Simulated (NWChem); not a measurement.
Correlation energy of HOSi

```xyz
3

O      0.4801     0.9207     0.0000
Si    -0.3079    -0.4027     0.0000
H      0.4697    -1.7274     0.0000
```
Charge 0, spin multiplicity 2.

Program: NWChem. Structure: optimised with UPBE0/def2-SVP, a minimum by its harmonic frequencies.

Basis set: cc-pVTZ. Each correlation energy counts from its own Hartree-Fock reference.

The correlated methods keep 6 core orbitals frozen. The structure started from a generated list of species. The unpaired electrons of the parent sit in orbitals of symmetry a' (Cs labels of the run); other states weren't searched. The stability of the SCF solutions was not checked. Open-shell Hartree-Fock references start from PBE0 orbitals. Coupled-cluster values serve here as a point of comparison, not as the truth.

Q: For the correlation energy, URI-MP2 gives -340.9 mHa and UMP2 gives -340.8 mHa. What do SCS-UMP2, CCSD on ROHF, CCSD[T] on ROHF give?

A: SCS-UMP2: -335.4 mHa; CCSD on ROHF: -352.2 mHa; CCSD[T] on ROHF: -373.8 mHa.
